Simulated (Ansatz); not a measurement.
Reaction (SMILES): [GeH3] (GeH3) → Ge atom + 3 H atom
B3LYP-D3(BJ)/def2-TZVP geometries, fixed; electronic energies without zero-point terms.
Largest species:
```
Ge
H 1 1.5431
H 1 1.5431 2 110.72
H 1 1.5431 2 110.72 3 -123.21
```
Charge 0, spin multiplicity 2.

Basis-set convergence of the atomisation energy at HF with Ansatz (a quantum-chemistry and plane-wave program). Cartesian d functions, on some or all atoms, in 6-31G**; all else is spherical. Open shells are unrestricted. No added dispersion term, no relativity. Functions are those of the species that has most. Reference: the value in aug-cc-pV5Z, 156.07 kcal/mol, itself unsure by roughly 0.20 kcal/mol (its mean distance from pcseg-4, aug-pcseg-3, aug-cc-pVQZ). Deviations are taken from unrounded values.

```csv
basis,functions,atomisation energy (kcal/mol),minus reference (kcal/mol)
STO-3G,21,252.54,96.48
cc-pVDZ,42,153.66,-2.41
def2-SVP,47,155.54,-0.52
6-31G**,50,154.63,-1.44
6-311G**,62,154.61,-1.46
aug-cc-pVDZ,63,153.49,-2.58
def2-TZVP,66,155.52,-0.55
def2-TZVPD,81,155.75,-0.32
def2-TZVPP,90,155.89,-0.18
def2-TZVPPD,105,156.08,0.01
aug-cc-pVTZ,128,155.51,-0.55
aug-pcseg-2,128,155.66,-0.41
def2-QZVP,165,156.02,-0.05
pcseg-3,167,155.98,-0.09
def2-QZVPP,179,156.04,-0.03
aug-cc-pVQZ,231,156.05,-0.02
cc-pV5Z,269,156.06,-0.01
aug-cc-pV5Z,380,156.07,0.00
```

The smallest set listed that lies within 2 kcal/mol of the reference with all its larger relatives (same family, alike in diffuse functions; a set with none counts only in the reference's own line) is def2-SVP (47 functions, -0.52 kcal/mol off). Inside, with no larger relative to test it: cc-pV5Z. (Relatives not listed, tested too: def2-QZVPPD -0.01, aug-pcseg-3 -0.02, pcseg-4 0.54 kcal/mol.)
